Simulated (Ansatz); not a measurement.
An input meant for the cluster Bi₂Te₃⁻ (charge -1, doublet).

```yaml
crystal:
  periodic: [false, false, false]
  atoms:
    - {symbol: Bi, position_ang: [1.139824, -0.766530, 0.273569]}
    - {symbol: Bi, position_ang: [-2.157899, 1.154517, 1.283189]}
    - {symbol: Te, position_ang: [2.408406, -1.178377, -2.100870]}
    - {symbol: Te, position_ang: [0.423073, 2.161848, 0.563090]}
    - {symbol: Te, position_ang: [-1.813413, -1.371457, -0.018969]}
basis:
  gaussian: {orbitals: def2-SVP}
total_charge: -1
magnetization: {spin_polarized: true, initial_magnetization: 1}
hamiltonian: {xc: {name: PBE0}, dispersion: d2}
accuracy: high
scf: {omitted_lower_state_checks: [starts]}
output: {forces: true}
```

```sh
$ ansatz run in.yaml --threads 4 --pin off --events-out ev --progress --plain --max-ram 4787MiB
```

It prints (some lines left out):

```
Error: YAML parse error: error: line 13 column 45: hamiltonian.dispersion: `d2` is not `none`, `rvv10`, `d3bj`, `d3bjatm`, `d4` or a map `{method: …, s8: …, a1: …, a2_bohr: …}` (numbers without units, a2 in bohr) or `{method: …, functional: …}`
  --> <input>:13:45
   |
11 | total_charge: -1
12 | magnetization: {spin_polarized: true, initial_magnetization: 1}
13 | hamiltonian: {xc: {name: PBE0}, dispersion: d2}
   |                                             ^ hamiltonian.dispersion: `d2` is not `none`, `rvv10`, `d3bj`, `d3bjatm`, `d4` or a map `{method: …, s8: …, a1: …, a2_bohr: …}` (numbers without units, a2 in bohr) or `{method: …, functional: …}`
14 | accuracy: high
15 | scf: {omitted_lower_state_checks: [starts]}
   |
```

In this input the program holds no damping parameters for this pairing of functional and dispersion term, so they'd have to be typed. The program refused the input.
